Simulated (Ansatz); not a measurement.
Reaction (ligand exchange at a Te–Al bond): `C[Te][AlH][SiH3]` + `O[AsH2]` → `C[Te][AsH]O` + `[AlH2][SiH3]`

Isolated molecules relaxed with PBE0-D4/def2-TZVP in Ansatz; ΔE leaves out vibrations. CCSD(T)/CBS is the MP2 limit (def2-TZVPP, def2-QZVPP) plus CCSD(T) − MP2 in def2-TZVPP, frozen cores. This one scheme is used for every species. Functionals use def2-TZVPP. Elements past krypton have def2 core potentials. For As, Te outer-core shells are correlated without core-valence functions, which leaves a few kJ/mol of doubt a bond. Scalar relativity is left out up to krypton. Each species was taken in one conformer, which may not be the lowest.

`C[Te][AlH][SiH3]`:

Z-matrix (Å, degrees):
```
C
Te 1 2.154
H 1 1.087 2 108.3
H 1 1.087 2 109.8 3 120.5
H 1 1.087 2 107.8 3 -119.4
Al 2 2.510 1 99.1 3 -113.9
Si 6 2.452 2 121.4 1 -0.2
H 6 1.586 2 115.2 1 179.6
H 7 1.491 6 110.5 2 114.1
H 7 1.490 6 113.2 2 -6.2
H 7 1.491 6 110.9 2 -126.9
```

`O[AsH2]`:

Cartesian coordinates in Å:
```
O 0.198 -0.704 0.837
As -0.496 0.334 -0.462
H -0.527 -1.177 1.252
H 0.294 1.590 -0.097
H 0.531 -0.043 -1.529
```

`C[Te][AsH]O`:

Z-matrix (Å, degrees):
```
C
Te 1 2.144
H 1 1.087 2 109.6
H 1 1.088 2 108.0 3 121.1
H 1 1.089 2 107.6 3 -120.0
As 2 2.572 1 95.5 3 -73.5
O 6 1.806 2 101.3 1 -52.8
H 6 1.524 2 93.3 1 38.8
H 7 0.962 6 108.7 2 -88.8
```

`[AlH2][SiH3]`:

Z-matrix (Å, degrees):
```
Si
Al 1 2.457
H 1 1.490 2 113.4
H 1 1.492 2 110.7 3 -121.0
H 1 1.492 2 110.6 3 120.9
H 2 1.589 1 121.5 3 0.3
H 2 1.589 1 119.5 3 -179.7
```

(1) Is it downhill or uphill in electronic energy at CCSD(T)/CBS, and by how much? (Best estimate.)

(2) What do these levels give: PBE0-D4, ωB97X-V, ωB97M-V, SCS-MP2/def2-TZVPP, CCSD(T)/def2-TZVPP, HF/def2-QZVPP? (Best estimate.)

Largest T1 diagnostic among the species: 0.012.

Answers

(1) The calculation gave: Uphill: ΔE = +14.9 kcal/mol.

(2) Ansatz gave: PBE0-D4 14.6, ωB97X-V 14.4, ωB97M-V 14.2, SCS-MP2/def2-TZVPP 15.3, CCSD(T)/def2-TZVPP 16.0, HF/def2-QZVPP 15.5 kcal/mol.

From PBE to PBE0 (25 % exact exchange), in def2-TZVPP and without D4, ΔE moves by +1.5 kcal/mol.
